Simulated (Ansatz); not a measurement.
```xyz
10

O    -0.0884   -0.6974    2.2126
Si    0.7602   -0.3924    0.8461
Cl    1.0294   -2.1330   -0.2530
Si   -0.3311    0.9847   -0.7107
O    -1.4268    0.0948   -1.5428
Cl    1.1534    1.7174   -1.9378
H    -0.9847   -1.0290    2.1352
H     2.0894    0.0680    1.2971
H    -1.0793    2.1390   -0.1677
H    -1.1221   -0.7522   -1.8791
```

Total charge 0; spin multiplicity 1.

Task: List the ωB97M-V/def2-TZVPP orbital energies in eV (Ansatz). (Best estimate.)

Result: Computed: Occupied: -2772.13, -2772.00, -1808.52, -1808.46, -526.83, -526.74, -262.54, -262.41, -200.00, -199.89, -199.89, -199.87, -199.77, -199.76, -149.44, -149.38, -103.61, -103.55, -103.54, -103.51, -103.49, -103.46, -31.59, -31.48, -26.05, -25.91, -19.29, -18.69, -16.64, -15.45, -14.33, -14.22, -14.02, -13.43, -12.79, -12.70, -12.03, -11.86, -11.78, -11.71, -9.97. Lowest empty: 0.95, 1.13, 2.57, 2.79, 3.06, 3.65, 3.72, 4.17.
